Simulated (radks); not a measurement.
The numbers below are computed, except where a source is named.
Si3+, configuration [Ne] 3s1 (the NIST ground configuration). Level of theory: scalar-relativistic Kohn-Sham, PBE, spin-unpolarised, spherical densities, finite nucleus; Fermi nuclear charge, rms radius 3.1224 fm (a radial shooting solver on a logarithmic mesh with Libxc functionals).

Radial electron density D(r) = 4 pi r^2 rho(r):

```
   r/bohr * D(r) (the largest magnitude, 15.8, reaches the edge; | marks zero)
 0.007247 |  *
 0.008171 |   *
 0.009213 |    *
  0.01039 |     *
  0.01162 |       *
   0.0131 |        *
  0.01477 |          *
  0.01665 |             *
  0.01863 |               *
    0.021 |                  *
  0.02368 |                      *
   0.0267 |                         *
  0.02986 |                             *
  0.03367 |                                  *
  0.03796 |                                      *
   0.0428 |                                          *
  0.04788 |                                              *
  0.05398 |                                                 *
  0.06086 |                                                    *
  0.06862 |                                                      *
  0.07676 |                                                      *
  0.08654 |                                                     *
  0.09758 |                                                   *
     0.11 |                                               *
   0.1231 |                                           *
   0.1387 |                                       *
   0.1564 |                                    *
   0.1764 |                                 *
   0.1973 |                                 *
   0.2224 |                                  *
   0.2508 |                                    *
   0.2828 |                                        *
   0.3163 |                                            *
   0.3566 |                                               *
   0.4021 |                                                 *
   0.4533 |                                               *
   0.5071 |                                            *
   0.5717 |                                      *
   0.6446 |                               *
   0.7268 |                        *
   0.8129 |                 *
   0.9166 |           *
    1.033 |       *
    1.165 |    *
    1.303 |   *
    1.469 |  *
    1.657 |  *
    1.868 | *
    2.089 | *
    2.356 |*
    2.656 |*
    2.995 *
     3.35 *
    3.777 *
    4.258 *
    4.801 *
     5.37 *
```

D(r) has 2 maxima, at r = 0.0749, 0.405 bohr, and minima at 0.196 bohr, inside which lie 2.20 electrons.
